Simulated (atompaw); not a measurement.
## An all-electron radial function and its pseudo partner (Be (Z = 4))

Columns: radius, all-electron u(r) and pseudo u(r) of the 2p shell (level -2.02 eV) of beryllium in the configuration [He] 2s2 2p0; PBE, scalar-relativistic, PAW (atompaw) scheme, atompaw 4.2.0.5.

```tsv
r (bohr)	all-electron	pseudo
0.115	0.0161	0.0038
0.231	0.0531	0.0152
0.346	0.0988	0.0335
0.462	0.1480	0.0586
0.577	0.1965	0.0892
0.692	0.2427	0.1245
0.808	0.2861	0.1637
0.923	0.3253	0.2049
1.038	0.3605	0.2472
1.154	0.3926	0.2899
1.269	0.4216	0.3308
1.385	0.4473	0.3698
1.500	0.4692	0.4052
1.615	0.4876	0.4367
1.731	0.5026	0.4639
1.846	0.5142	0.4861
1.962	0.5228	0.5035
2.077	0.5285	0.5161
2.192	0.5316	0.5243
2.308	0.5325	0.5286
2.423	0.5312	0.5294
2.538	0.5280	0.5273
2.654	0.5232	0.5230
2.769	0.5170	0.5170
2.885	0.5095	0.5095
3.000	0.5010	0.5010
```

**Question.** How many radial nodes do the two functions have?

**Answer.** The all-electron 2p function has n − l − 1 = 0; the pseudo-wave has 0.

**Question.** Is the pseudo-wave norm-conserving?

**Answer.** No, it belongs to a PAW set: the norm inside the radius is not constrained, and the difference is carried by the augmentation charge.
